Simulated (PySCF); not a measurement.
This PySCF input asks for the NMR shieldings of SMILES C#C[SiH2]C#CCC1(Cl)CC1, C₈H₉ClSi; the geometry comes from GFN2-xTB.

```python
import basis_set_exchange as bse
import numpy as np
from pyscf import gto, dft
from pyscf.prop import nmr

atoms = """
C     4.040990    1.269274   -1.944844
C     3.705514    0.450572   -1.131412
Si    3.193480   -0.807971    0.127967
C     1.354170   -0.939006    0.019598
C     0.154968   -1.023079   -0.046740
C    -1.294403   -1.087034   -0.101296
C    -1.914746   -0.173714    0.935529
Cl   -1.616366   -0.745704    2.585001
C    -1.946289    1.306575    0.728183
C    -3.220635    0.509731    0.680757
H     4.332939    1.986430   -2.657961
H     3.574729   -0.334874    1.463639
H     3.799694   -2.101390   -0.211497
H    -1.621080   -2.117627    0.070415
H    -1.629027   -0.778263   -1.096276
H    -1.778354    1.944816    1.581442
H    -1.535338    1.692689   -0.193006
H    -3.910247    0.608490    1.504432
H    -3.699803    0.349337   -0.273902
"""
names = dict.fromkeys(["C", "Si", "Cl", "H"], "pcSseg-1")
basis = {el: gto.basis.parse(bse.get_basis(n, elements=[el], fmt="nwchem")) for el, n in names.items()}
mol = gto.M(atom=atoms, basis=basis, charge=0, verbose=0)
mf = dft.RKS(mol, xc="PBE0")
mf.grids.level = 2
mf.grids.alignment = dft.numint.BLKSIZE   # the property module wants whole blocks of grid points
mf.conv_tol = 1e-9
mf.kernel()

calc = nmr.RKS(mf)   # GIAO
C = mf.mo_coeff
Co = C[:, mf.mo_occ > 0]
resp = mf.gen_response(singlet=True, hermi=2)
def vind(x):   # induced exchange potential for any number of trial vectors
    d = np.einsum("pi,xij,qj->xpq", C, 2 * x.reshape(-1, C.shape[1], Co.shape[1]), Co, optimize=True)
    return np.einsum("xpq,pi,qj->xij", resp(d - d.transpose(0, 2, 1)), C, Co, optimize=True).ravel()
mo1, _ = nmr.rhf.solve_mo1(calc, with_cphf=vind)
sigma = calc.kernel(mo1)
for i, s in enumerate(sigma):   # ppm
    print("%2d %-2s %9.2f" % (i, mol.atom_pure_symbol(i), np.trace(s) / 3))
```

Task: Give the expected output.

Result: 
```
 0 C      83.88
 1 C     101.61
 2 Si    442.47
 3 C     103.39
 4 C      72.22
 5 C     151.52
 6 C     137.56
 7 Cl    757.86
 8 C     169.32
 9 C     166.72
10 H      29.83
11 H      26.91
12 H      26.97
13 H      28.48
14 H      29.75
15 H      30.61
16 H      30.75
17 H      30.58
18 H      30.94
```

These numbers come from an equivalent density-fitted implementation of the same equations, which agrees with the script to about 0.01 ppm for H and up to a few tenths of a ppm for heavy atoms, so last digits may differ.

Task: Turn these shieldings into chemical shifts. Shifts are taken against calculated references (same method and geometry level): ¹³C (186.93 ppm) and ²⁹Si (349.16 ppm) and ¹H (31.72 ppm) vs TMS; ³⁵Cl (949.78 ppm) vs HCl.

Result: Averaging equivalent atoms: C 4: 114.7; C 0: 103.0; C 1: 85.3; C 3: 83.5; C 6: 49.4; C 5: 35.4; C 8/9: 18.9; Si 2: -93.3; Cl 7: 192; H 11/12: 4.77; H 13/14: 2.60; H 10: 1.88; H 15/17: 1.12; H 16/18: 0.87 ppm. 

Size and cost of the density-fitted run: 229 basis functions, 82 s wall time on 1 thread of an Arm Neoverse N1, shared host; peak memory 0.96 GiB.
